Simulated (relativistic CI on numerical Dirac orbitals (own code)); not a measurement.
**Hf LIV: q coefficients and field-shift factors**

Computed by Dirac-Coulomb-Breit CI, KLI orbitals optimised for each configuration, derivatives by finite differences, unscaled Slater integrals, QED left out (own radial code, finite nucleus).

Configurations in the expansion (outside the closed core [Ne]): 3s2.3p6.3d, 3s2.3p5.3d2, 3s.3p6.3d2, 3s2.3p6.4s, 3s2.3p6.4p, 3p6.3d3, 3p5.3d4. Double excitations out of closed p, d and f shells are left out; levels of such configurations are missing from the list, as are those of other unlisted configurations, and high levels can miss mixing partners.

With x = (α/α₀)² − 1 an excitation energy changes as ω = ω₀ + qx; K = 2q/ω₀ is the relative enhancement. Terms are leading LS components, so labels can repeat. The field-shift factor is F = δν/δ⟨r²⟩ for the transition from the lowest level.

Lowest level 3s2.3p6.3d 2D_3/2.

```csv
Level,ω₀ (cm⁻¹),q (cm⁻¹),K,F (GHz/fm²)
3s2.3p6.3d 2D_5/2,547190,555200,2.03,12.1
3s2.3p5.3d2 4D°_3/2,1970319,119400,0.121,17.7
3s2.3p5.3d2 4D°_1/2,1981605,149000,0.15,18.1
3s2.3p5.3d2 4F°_5/2,2025696,121600,0.12,18.1
3s2.3p5.3d2 2G°_7/2,2047469,107600,0.105,17.8
3s2.3p5.3d2 2P°_3/2,2222422,148000,0.133,18.7
3s2.3p5.3d2 4D°_5/2,2472409,663500,0.537,29.5
3s2.3p5.3d2 4G°_9/2,2509335,654600,0.522,29.7
3s2.3p5.3d2 4F°_7/2,2531907,669400,0.529,30.1
3s2.3p5.3d2 4D°_3/2,2562857,674900,0.527,29.3
3s2.3p5.3d2 4P°_5/2,2579174,668700,0.519,30
3s2.3p5.3d2 2H°_11/2,2594794,657600,0.507,30.4
3s2.3p5.3d2 2G°_7/2,2606177,661000,0.507,30
3s2.3p5.3d2 4P°_1/2,2658051,671800,0.506,29.5
3s2.3p5.3d2 2F°_7/2,2691485,670700,0.498,30.7
3s2.3p5.3d2 4D°_5/2,2707260,669800,0.495,30.7
3s2.3p5.3d2 2G°_9/2,2731970,671000,0.491,30.9
3s2.3p5.3d2 4S°_3/2,2732662,678400,0.497,30.6
3s2.3p5.3d2 2D°_3/2,2875075,713000,0.496,21.5
3s2.3p5.3d2 2F°_5/2,2941941,687600,0.467,28.6
3s2.3p5.3d2 2P°_1/2,2993909,687200,0.459,25.7
3s2.3p5.3d2 4G°_11/2,3060847,1.189e+06,0.777,41.9
3s2.3p5.3d2 2D°_5/2,3118186,1.21e+06,0.776,41.8
```

At this charge energies of transitions that change n are usually good to better than 1 %, and those within a shell (Δn = 0) to a few per cent.
